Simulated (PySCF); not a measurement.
Bond length, frequency and bond energy of NaPb⁺ by level of theory

State: ³Π (triplet), unpaired electrons σ ↑, π ↑. Set-up: Na def2-SVPD, Pb def2-SVPD with ECP60; scalar-relativistic core potentials (PySCF 2.14). De refers to Na⁺ + Pb in their high-spin ground configurations, without counterpoise correction. The functionals are run spin-unrestricted. A positive dipole points towards Pb; it is taken about the centre of mass and depends on that origin.

```
      Level  Re (Å)  ωe (cm⁻¹)  De (eV)   μ (D)
        UHF   3.552       97.0      n/a  -11.56
    UHF-MP2   3.516       99.9      n/a     n/a
UHF-SCS-MP2   3.517       99.9      n/a     n/a
   UHF-CCSD   3.520       99.8      n/a     n/a
UHF-CCSD(T)   3.518        100      n/a     n/a
        LDA   3.410        102      n/a  -10.10
        PBE   3.491       97.1      n/a  -10.25
     r²SCAN   3.484       99.4      n/a  -10.87
      M06-L   3.515       97.1      n/a  -11.03
       PBE0   3.463        101      n/a  -10.56
       MN15   3.423        102      n/a  -11.07
    LC-ωPBE   3.423        105      n/a  -10.97
```

The bond length runs from 3.410 Å (LDA) to 3.552 Å (UHF).

Correlated steps freeze 5 core orbitals. These are scalar-relativistic numbers at best; spin–orbit coupling would shift them, the dissociation energy most. Counting both spins, an empty level lies below a filled one in some of these solutions, because spin and occupation are held. The state was picked by a PBE0 search and need not be the measured ground state.

The whole job (state search and all levels along the bond) took about 2.6 min on 1 thread of Arm Neoverse V1 (shared host), peak memory 0.63 GiB.
